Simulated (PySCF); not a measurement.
C2BFN2O2. Atoms are numbered in the order given.

```xyz
8

B      0.0000     0.0000    -0.8373
F      0.0000     0.0000    -2.1599
N      0.0000    -1.2349    -0.1492
C      0.0000    -2.2120     0.5417
O      0.0000    -3.1712     1.2009
N      0.0000     1.2349    -0.1492
C      0.0000     2.2120     0.5417
O      0.0000     3.1712     1.2009
```
Charge 0, spin multiplicity 1.

Geometry: PBE0-D3(BJ)/def2-SVP. Other conformers were not sampled.

Computed with PBE0-D3(BJ)/def2-SVP (PySCF).

Frequencies are harmonic and unscaled.

Computed normal modes with their intensities:
```json
[
 {"mode": "1", "ν (cm⁻¹)": "17", "IR (km/mol)": "0.0", "Raman (Å⁴/amu)": "6.4", "depolarisation": "0.72", "moving atoms (share of kinetic energy)": "O 68 %, N 11 %, C 10 %"},
 {"mode": "2", "ν (cm⁻¹)": "22", "IR (km/mol)": "0.0", "Raman (Å⁴/amu)": "0.7", "depolarisation": "0.75", "moving atoms (share of kinetic energy)": "N 62 %, O 19 %, F 18 %"},
 {"mode": "3", "ν (cm⁻¹)": "87", "IR (km/mol)": "0.5", "Raman (Å⁴/amu)": "0.7", "depolarisation": "0.75", "moving atoms (share of kinetic energy)": "N 51 %, O 25 %, F 20 %"},
 {"mode": "4", "ν (cm⁻¹)": "111", "IR (km/mol)": "0.0", "Raman (Å⁴/amu)": "1.7", "depolarisation": "0.75", "moving atoms (share of kinetic energy)": "N 78 %, O 19 %"},
 {"mode": "5", "ν (cm⁻¹)": "399", "IR (km/mol)": "10.0", "Raman (Å⁴/amu)": "0.7", "depolarisation": "0.75", "moving atoms (share of kinetic energy)": "F 51 %, N 22 %, O 15 %, C 11 %"},
 {"mode": "6", "ν (cm⁻¹)": "416", "IR (km/mol)": "5.0", "Raman (Å⁴/amu)": "1.0", "depolarisation": "0.70", "moving atoms (share of kinetic energy)": "N 63 %, C 16 %, O 11 %"},
 {"mode": "7", "ν (cm⁻¹)": "600", "IR (km/mol)": "34.7", "Raman (Å⁴/amu)": "11.1", "depolarisation": "0.15", "moving atoms (share of kinetic energy)": "F 30 %, C 29 %, O 22 %, N 13 %"},
 {"mode": "8", "ν (cm⁻¹)": "600", "IR (km/mol)": "19.3", "Raman (Å⁴/amu)": "0.3", "depolarisation": "0.75", "moving atoms (share of kinetic energy)": "C 73 %, O 17 %, N 10 %"},
 {"mode": "9", "ν (cm⁻¹)": "612", "IR (km/mol)": "25.2", "Raman (Å⁴/amu)": "3.0", "depolarisation": "0.11", "moving atoms (share of kinetic energy)": "C 53 %, O 21 %, F 14 %, N 10 %"},
 {"mode": "10", "ν (cm⁻¹)": "628", "IR (km/mol)": "2.9", "Raman (Å⁴/amu)": "0.1", "depolarisation": "0.75", "moving atoms (share of kinetic energy)": "C 53 %, B 33 %, O 11 %"},
 {"mode": "11", "ν (cm⁻¹)": "631", "IR (km/mol)": "0.0", "Raman (Å⁴/amu)": "0.3", "depolarisation": "0.75", "moving atoms (share of kinetic energy)": "C 72 %, O 15 %, N 13 %"},
 {"mode": "12", "ν (cm⁻¹)": "647", "IR (km/mol)": "137.1", "Raman (Å⁴/amu)": "0.0", "depolarisation": "–", "moving atoms (share of kinetic energy)": "B 49 %, N 24 %, C 20 %"},
 {"mode": "13", "ν (cm⁻¹)": "1100", "IR (km/mol)": "550.2", "Raman (Å⁴/amu)": "2.7", "depolarisation": "0.75", "moving atoms (share of kinetic energy)": "B 66 %, O 26 %"},
 {"mode": "14", "ν (cm⁻¹)": "1337", "IR (km/mol)": "402.6", "Raman (Å⁴/amu)": "0.4", "depolarisation": "0.19", "moving atoms (share of kinetic energy)": "B 60 %, F 24 %, O 9 %"},
 {"mode": "15", "ν (cm⁻¹)": "1646", "IR (km/mol)": "107.0", "Raman (Å⁴/amu)": "57.5", "depolarisation": "0.19", "moving atoms (share of kinetic energy)": "N 51 %, O 30 %, B 14 %"},
 {"mode": "16", "ν (cm⁻¹)": "1695", "IR (km/mol)": "422.2", "Raman (Å⁴/amu)": "11.4", "depolarisation": "0.75", "moving atoms (share of kinetic energy)": "N 49 %, O 26 %, B 22 %"},
 {"mode": "17", "ν (cm⁻¹)": "2484", "IR (km/mol)": "2762.6", "Raman (Å⁴/amu)": "0.5", "depolarisation": "0.75", "moving atoms (share of kinetic energy)": "C 69 %, N 19 %, O 12 %"},
 {"mode": "18", "ν (cm⁻¹)": "2548", "IR (km/mol)": "714.0", "Raman (Å⁴/amu)": "0.9", "depolarisation": "0.27", "moving atoms (share of kinetic energy)": "C 68 %, N 21 %, O 11 %"}
]
```
